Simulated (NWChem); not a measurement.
Molecule: C$_{2}$H$_{5}$InO; SMILES C=[CH][InH][OH]

```xyz
9

In    -0.3109    -0.4406     0.0000
H     -1.4666    -1.7079     0.0000
C     -0.4532     1.6987     0.0000
C      0.6357     2.4767     0.0000
H     -1.4365     2.1858     0.0000
H      0.5735     3.5730     0.0000
H      1.6527     2.0657     0.0000
O      1.5711    -1.1410     0.0000
H      2.2458    -0.4538     0.0000
```
Atoms are numbered in this order, from 1.

Computed with NWChem. All runs use the structure optimised with PBE0/def2-SVP. def2 effective core potentials on In; no spin-orbit coupling.

**Question.** What does the run give for PBE0/def2-SVP (core potentials)? Quantities: highest occupied level (eV); orbital gap (eV); dipole (D).

**Answer.** 
```json
{
 "highest occupied level (eV)": "-7.69",
 "orbital gap (eV)": "6.29",
 "dipole (D)": "2.44"
}
```
